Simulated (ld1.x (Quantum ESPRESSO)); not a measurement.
# gold: variants of one PAW potential

Base potential:

```json
{
  "Element": "Au (Z = 79)",
  "Generator": "ld1.x (Quantum ESPRESSO) 7.5",
  "Type": "PAW",
  "Functional": "PBE",
  "Relativity": "non-relativistic",
  "Frozen core": "[Kr] 4d10 4f14 5s2",
  "Valence charge": "17",
  "Reference configuration": "5p6 5d9 6s0 6p0 (charge +2)",
  "Partial waves": "6s (bound, empty): rcut 2.40, rcutus 2.55 bohr; 6s channel at 2.1 Ry: rcut 2.40, rcutus 2.55 bohr; 5p (bound): rcut 1.70, rcutus 2.30 bohr; 6p (bound, empty): rcut 1.70, rcutus 2.30 bohr; 5d (bound): rcut 1.35, rcutus 1.55 bohr; 5d channel at -1.35 Ry: rcut 1.35, rcutus 1.55 bohr",
  "Local potential": "all-electron potential smoothed inside 1.65 bohr (lloc = -1)",
  "Core correction": "Bessel-smoothed model core inside 0.95 bohr",
  "Augmentation charge": "GAUSS, radius 1.30 bohr"
}
```

Cutoffs, loose and tight: the cutoffs (Ry, on a coarse ladder) from which the occupation-weighted sum of valence levels, in a spherical-Bessel basis at the reference potential, stays within 10 and 1 mRy of its value at 400 Ry. They do not see the model core or the augmentation charge, which bear on the density cutoff. Test errors are all-electron minus pseudo excitation energies from the reference, over the configurations 5p6 5d10 6s1 6p0; 5p6 5d10 6s0 6p0; 5p6 5d8 6s0 6p0; 5p6 5d7 6s0 6p0; 5p6 5d10 6s0 6p1; 5p6 5d10 6s0.5 6p0; 5p6 5d9 6s1 6p1. A dash means not determined; rows that change the core or the reference have their own tests. The largest error is taken over the tests solved by every variant that gives reliable tests at all: 5p6 5d10 6s0 6p0; 5p6 5d10 6s1 6p0; 5p6 5d8 6s0 6p0.

A true bound ghost makes a file unfit for plane-wave use even where its test errors are small: the radial tests pick states by their node count and pass the ghost by.

Cutoffs are not given where the Bessel-basis levels miss the radial ones by over 6 mRy, ghosts where they miss by over 20 mRy; a channel whose overlap is not positive is not tested.

A file whose overlap is not positive is unfit for use, and its test errors describe a broken file.

```tsv
change	outcome	cutoff, loose	cutoff, tight	bound ghosts	largest test error (meV)
base	generated	45 Ry	80 Ry	s	+17
core correction Bessel-smoothed model core inside 1.76 bohr	generated	45 Ry	80 Ry	s	-16
wave 6s channel at 2.1 Ry: rcut 2.40, rcutus 2.55 bohr becomes 6s channel at -1.08 Ry: rcut 2.40, rcutus 2.55 bohr	generated	45 Ry	80 Ry	s	-16
local potential all-electron potential smoothed inside 1.85 bohr (lloc = -1)	generated	45 Ry	80 Ry	s	-17
waves 5p (bound): rcut 1.70, rcutus 3.06 bohr; 6p (bound): rcut 1.70, rcutus 3.06 bohr	generated	45 Ry	80 Ry	s	-33
augmentation PSQ, radius 0.95 bohr	generated	45 Ry	80 Ry	s	-15
waves 6s (bound): rcut 2.40, rcutus 3.42 bohr; 6s channel at 2.1 Ry: rcut 2.40, rcutus 3.42 bohr	generated, overlap not positive	–	–	not determined (overlap not positive)	+397
local potential all-electron potential smoothed inside 2.14 bohr (lloc = -1)	generated	45 Ry	80 Ry	s	-18
```

Task: What comes out with this change to the base: waves 5d (bound): rcut 1.34, rcutus 1.42 bohr; 5d channel at -1.35 Ry: rcut 1.34, rcutus 1.42 bohr?

Result: outcome: generated; cutoff, loose: 50 Ry; cutoff, tight: 90 Ry; bound ghosts: s; largest test error (meV): +27.
